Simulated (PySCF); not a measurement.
Choosing a molecule for a target property.

Species are written as SMILES; each is one conformer at its optimised geometry, gas phase, non-relativistic unless stated. Electronic properties by PySCF.

The conformers computed, where there is a choice (atom-mapped SMILES and torsion angles):
- `[CH3:1][CH2:2]/[CH:3]=[CH:4]/[F:5]`: C1–C2–C3–C4 119°
- `[CH2:1]=[CH:2][CH2:3][CH2:4][F:5]`: C1–C2–C3–C4 125°, C2–C3–C4–F5 60°
- `[O:1]=[C:2]([F:3])[c:4]1[cH:5][cH:6][c:7]([OH:8])[cH:9][cH:10]1`: O1–C2–C4–C5 180°, H–O8–C7–C6 180°
- `[CH3:1][CH:2]([CH3:3])[SiH2:4][SiH3:5]`: C1–C2–Si4–Si5 -67°
- `[CH:1]#[C:2][C:3]1=[CH:4][O:5][C:6]([CH2:7][F:8])=[CH:9][O:10]1`: O5–C6–C7–F8 179°
- `[CH2:1]=[C:2]([F:3])[CH2:4][CH3:5]`: C1–C2–C4–C5 -120°

The conformers of `O=C1CCCCO1` aren't listed.

Question: Wanted: HOMO energy above -8.6 eV (CAM-B3LYP/def2-SVPD) and electronic spatial extent ⟨r²⟩ about the centre of nuclear charge above 1600 bohr² (CAM-B3LYP/def2-SVPD), at PBE0-D3(BJ)/def2-SVP geometries. Which candidate meets both?
A. `CC(C)[SiH2][SiH3]`
B. `C=CCCF`
C. `O=C(F)c1ccc(O)cc1`
D. `C#CC1=COC(CF)=CO1`
E. `CC/C=C/F`

Answer: D. Computed values:
```csv
species,HOMO energy,electronic spatial extent ⟨r²⟩ about the centre of nuclear charge
CC(C)[SiH2][SiH3],-9.12 eV,942 bohr²
C=CCCF,-8.95 eV,519 bohr²
CC/C=C/F,-8.63 eV,592 bohr²
O=C(F)c1ccc(O)cc1,-8.52 eV,1576 bohr²
C#CC1=COC(CF)=CO1,-7.11 eV,1675 bohr²
```

Question: Wanted: lowest triplet excitation (Tamm–Dancoff) between 4 eV and 6 eV (TDA CAM-B3LYP/def2-SVPD) and vertical ionisation energy below 10 eV (ΔSCF CAM-B3LYP/def2-SVPD), at PBE0-D3(BJ)/def2-SVP geometries. Which candidate meets both?
A. `F/C=C/CC`
B. `[SiH2](C(C)C)[SiH3]`
C. `C1C(=O)OCCC1`
D. `O=C(F)c1ccc(O)cc1`

Answer: A. Computed values:
```
            species  lowest triplet excitation (Tamm–Dancoff)  vertical ionisation energy
  O=C(F)c1ccc(O)cc1                                   3.59 eV                     9.22 eV
           F/C=C/CC                                   4.34 eV                     9.64 eV
       C1C(=O)OCCC1                                   5.16 eV                    10.13 eV
[SiH2](C(C)C)[SiH3]                                   6.28 eV                     9.79 eV
```

Question: Wanted: lowest singlet excitation between 6 eV and 7.3 eV (TDDFT CAM-B3LYP/def2-SVPD) and smallest rotational constant below 2.7 GHz (PBE0-D3(BJ)/def2-SVP), at PBE0-D3(BJ)/def2-SVP geometries. Which candidate meets both?
A. `O=C(F)C1=CC=C(O)C=C1`
B. `CC/C=C/F`
C. `C=C(CC)F`
D. `C=CCCF`

Answer: B. Computed values:
```
             species  lowest singlet excitation  smallest rotational constant
O=C(F)C1=CC=C(O)C=C1                    5.08 eV                     0.651 GHz
            C=C(CC)F                    7.00 eV                     2.982 GHz
            CC/C=C/F                    7.19 eV                     2.044 GHz
              C=CCCF                    7.35 eV                     2.416 GHz
```
